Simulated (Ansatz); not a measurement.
C2H8N2, SMILES `NCCN` (charge 0, multiplicity 1).

Cartesian coordinates (Å):
SMILES: NCCN
```xyz
12

N     -1.6126     0.3861     0.5198
C     -0.7596    -0.6303    -0.0658
C      0.5809    -0.1276    -0.5842
N      1.3311     0.4866     0.5021
H     -1.9454     1.0137    -0.2032
H     -1.0459     0.9501     1.1452
H     -0.5738    -1.4014     0.6929
H     -1.3003    -1.1275    -0.8766
H      0.4021     0.6400    -1.3449
H      1.1129    -0.9548    -1.0809
H      1.6726    -0.2218     1.1408
H      2.1381     0.9869     0.1548
```
Charge 0, spin multiplicity 1.

Frozen-core energies in 6-31g from Ansatz (a quantum-chemistry and plane-wave program) at a geometry from PBE0-D3(BJ)/def2-TZVP; the HF reference has <S^2> = 0.00 and the T1 diagnostic is 0.007.

| level | energy (Ha) |
|---|---|
| HF | -189.18433 |
| MP2 | -189.58616 |
| CCSD | -189.62925 |

Q: Estimate the energies of CCSD(T), CCSDT and CCSDT(Q), and give each level's difference from CCSDT(Q).

A: 
```json
[
 {"level": "MP2", "energy (Ha)": "-189.58616", "difference from CCSDT(Q) (mHa)": "53.59"},
 {"level": "CCSD", "energy (Ha)": "-189.62925", "difference from CCSDT(Q) (mHa)": "10.50"},
 {"level": "CCSD(T)", "energy (Ha)": "-189.63825", "difference from CCSDT(Q) (mHa)": "1.50"},
 {"level": "CCSDT", "energy (Ha)": "-189.63883", "difference from CCSDT(Q) (mHa)": "0.91"},
 {"level": "CCSDT(Q)", "energy (Ha)": "-189.63975", "difference from CCSDT(Q) (mHa)": "0.00"}
]
```
